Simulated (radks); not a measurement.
Results of a calculation; reference values are marked as such.
Numerical settings for the neodymium ion Nd3+, [Xe] 4f3. Level of theory: Dirac Kohn-Sham, PBE, spin-unpolarised, spherical densities, point nucleus; open shells fill j = l - 1/2 first (a radial shooting solver on a logarithmic mesh with Libxc functionals). The defaults (mesh step 0.008 in ln r, mesh end at 40 bohr or more with all orbitals vanishing there, Anderson mixing 0.5 over 9 steps, residual threshold near 1e-9 with the energy settled to 1e-9 hartree or 1e-11 of itself, here a cap of 63 iterations) give E = -9628.4720 hartree and 4f5/2 at -30.929 eV in 14 iterations. Run on one thread of a shared host, so times are rough (Arm Neoverse N1): 0.2 s of CPU time, 0.2 s wall, 14 iterations on 2501 mesh points. Changes against that run (0 stands for a change within the tolerance of the run):

setting                    iterations  converged  E (mhartree)  e(4f5/2) (meV)  CPU (s)
mesh step in ln r 0.012            14        yes             0               0     0.14
mesh step in ln r 0.02             14        yes     +0.000365               0     0.09
mesh step in ln r 0.05             14        yes       -0.0209         -0.0603     0.05
mesh end (bohr) 3                  14        yes          +586       +5.83e+03     0.18
mesh end (bohr) 5                  14        yes         +2.03           +68.7      0.2
residual threshold 0.1              9        yes             0           -2.13     0.16
residual threshold 1e-13           19        yes             0               0     0.24
mixing 0.01                        20        yes             0               0     0.27
linear mixing, mixing 0.8          63         no             0               0     0.66
linear mixing, mixing 0.2          63         no             0        -0.00643      0.6
mixing history 3                   15        yes             0               0      0.2
iteration cap 3                     3         no         +35.8            +227     0.05

Settings that end as converged yet miss the energy by more than 1 mhartree: mesh end (bohr) 3 (+0.586 hartree); mesh end (bohr) 5 (+0.00203 hartree). A mesh that ends early acts as a hard wall.
